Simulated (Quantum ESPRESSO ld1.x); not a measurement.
The numbers below are computed, except where a source is named.
Problem. Cs XXXII, configuration [Ar] 3d6. Code: ld1.x of Quantum ESPRESSO 7.5. Model: scalar-relativistic Kohn-Sham, LDA (Slater exchange, VWN5 correlation), spin-polarised, spherical densities, point nucleus; open shells are filled with parallel spins first. Some entries of the table are withheld. Estimate them.

orbital,occ.,eigenvalue (hartree),<r^2> (bohr^2)
1s up,1,-1363.71,0.0009263
1s down,1,-1363.69,0.0009262
2s up,1,-254.711,0.01472
2s down,1,-254.235,0.01469
2p up,3,-233.806,0.01165
2p down,3,-233.432,0.01162
3s up,1,-85.8759,0.09299
3s down,1,-85.3591,0.09342
3p up,3,-79.1959,0.09079
3p down,3,-78.6684,0.09130
3d up,5,(1),0.07393
3d down,1,(2),0.07455
4s up,0,-41.8389,0.3583
4s down,0,-41.6670,0.3606
4p up,0,-39.2353,0.3696
4p down,0,-39.0651,0.3723

Solution. 
(1) 3d up eigenvalue (hartree): -70.1653
(2) 3d down eigenvalue (hartree): -69.5299
